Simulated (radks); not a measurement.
The numbers below are computed, except where a source is named.
All-electron atom: Xe7+ in [Kr] 4d10 5s1. Level of theory: scalar-relativistic Kohn-Sham, BLYP, spin-polarised, spherical densities, finite nucleus; open shells are filled with parallel spins first (spin-orbit coupling, left out, can overturn this in heavy ions); Fermi nuclear charge, rms radius 4.7859 fm (a radial shooting solver on a logarithmic mesh with Libxc functionals).

Normalised radial functions P(r) = r R(r), r in bohr:

r,4s down,4p up
0.0009274,0.0641,0.0012
0.001406,0.0913,0.0025
0.002114,0.1274,0.0050
0.003205,0.1750,0.0104
0.004858,0.2317,0.0215
0.007364,0.2891,0.0437
0.01107,0.3255,0.0854
0.01679,0.3022,0.1608
0.02545,0.1636,0.2794
0.03827,-0.1117,0.4208
0.05801,-0.4376,0.5017
0.08794,-0.4983,0.3369
0.1333,0.0174,-0.1887
0.2005,0.7205,-0.7130
0.3039,0.4948,-0.4468
0.4606,-0.7998,0.6934
0.6927,-1.3897,1.3306
1.05,-0.7223,0.8217
1.592,-0.1293,0.1960
2.413,-0.0060,0.0139
3.629,0.0000,0.0002
5.501,0.0000,0.0000

4s down: eigenvalue -289.52 eV, 3 radial nodes at r = 0.0331, 0.132, 0.362 bohr, <r> = 0.714 bohr, 90 % of the charge inside 1.03 bohr. 4p up: eigenvalue -233.32 eV, 2 radial nodes at r = 0.118, 0.364 bohr, <r> = 0.760 bohr, 90 % of the charge inside 1.11 bohr.
